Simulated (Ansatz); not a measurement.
A calculation with Ansatz (development build ahead of 0.2.0).

```yaml
crystal:
  periodic: [false, false, false]
  atoms:
    - { symbol: Ag, position_ang: [0.03627, -0.0548, 0.08775] }
    - { symbol: H, position_ang: [-0.10201, 0.09949, 1.48194] }
basis:
  gaussian: { orbitals: STO-3G }
hamiltonian:
  xc: hf
correlation:
  method: mp2
  frozen_orbitals: { Ag: 14, H: 0 }
```

The input is written out in the form of the current development build from the run's settings.

Output:

```yaml
Converged: yes
Reference_energy: -5147.06728 hartree
Correlation_energy: -0.04050 hartree
Total_energy: -5147.10778 hartree
Spin_squared_of_the_determinant: 0.000
```
